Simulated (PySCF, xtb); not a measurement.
C2H4Cl2Si2, SMILES C([SiH](Cl)Cl)#C[SiH3].

GFN2-xTB run with xtb at its own geometry gives an orbital gap of 4.55 eV and a dipole moment of 2.34 D.

The structure is a stationary point at B3LYP-D3(BJ)/def2-SVP. This is a generated structure with no PubChem entry under its InChIKey; it may be hypothetical.

### Question
What does PBE/def2-TZVP (PySCF) give? (The exact figures need the calculation; the answer reports its results.)

### Answer
gap 5.13 eV (levels -7.37 and -2.25 eV), dipole 1.76 D.
